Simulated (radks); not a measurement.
Task: The mean radii <r> (bohr) of the occupied orbitals of an atom or ion are listed with their occupations. Method: Dirac Kohn-Sham, OLYP, spin-unpolarised, spherical densities, finite nucleus; Fermi nuclear charge, rms radius of each element as measured or else 0.836 A^(1/3) + 0.57 fm; computed with a radial shooting solver on a logarithmic mesh with Libxc functionals.

orbital  occ.     <r>
1s1/2       2  0.1986
2s1/2       2  0.9765
2p1/2       1  0.9247

Name the element and its charge. Open shells, if any, fill j = l - 1/2 first.

Result: Z = 8, oxygen, charge +3: O3+ in [He] 2s2 2p1. The 1s radius gives Z: for a bare nucleus <r> = (2 gamma + 1)/(2Z) with gamma = sqrt(1 - (Z/c)^2), 0.1873 bohr for Z = 8, and screening makes it slightly larger (0.1986 here). The occupations add up to 5, and the charge is Z minus that.
